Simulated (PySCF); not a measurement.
(E)-1-chloro-2-fluoroprop-1-ene (C3H4ClF), SMILES C/C(F)=C\Cl. Atoms are numbered in the order given.

```xyz
9

C     -1.3740    -1.1265     0.0000
C      0.0905    -0.8702     0.0000
F      0.8427    -1.9960     0.0000
C      0.7468     0.3083     0.0000
Cl    -0.0559     1.8449     0.0000
H     -1.6617    -1.7195     0.8933
H     -1.9360    -0.1758     0.0000
H     -1.6617    -1.7195    -0.8933
H      1.8452     0.3465     0.0000
```

Geometry: PBE-D3(BJ)/def2-SVP.

All values below come from r2SCAN/def2-TZVP run with PySCF.

Symmetry labels are those of the subgroup Cs that the program uses (full group Cs).

Computed valence orbital energies around the gap with their symmetry:
```json
[
 {"orbital": "HOMO−7", "symmetry": "A\"", "energy (eV)": "-12.17"},
 {"orbital": "HOMO−6", "symmetry": "A'", "energy (eV)": "-10.94"},
 {"orbital": "HOMO−5", "symmetry": "A\"", "energy (eV)": "-10.43"},
 {"orbital": "HOMO−4", "symmetry": "A'", "energy (eV)": "-10.31"},
 {"orbital": "HOMO−3", "symmetry": "A'", "energy (eV)": "-9.57"},
 {"orbital": "HOMO−2", "symmetry": "A\"", "energy (eV)": "-9.18"},
 {"orbital": "HOMO−1", "symmetry": "A'", "energy (eV)": "-7.92"},
 {"orbital": "HOMO", "symmetry": "A\"", "energy (eV)": "-6.07"},
 {"orbital": "LUMO", "symmetry": "A\"", "energy (eV)": "-0.83"},
 {"orbital": "LUMO+1", "symmetry": "A'", "energy (eV)": "-0.07"},
 {"orbital": "LUMO+2", "symmetry": "A'", "energy (eV)": "1.50"},
 {"orbital": "LUMO+3", "symmetry": "A'", "energy (eV)": "1.94"}
]
```
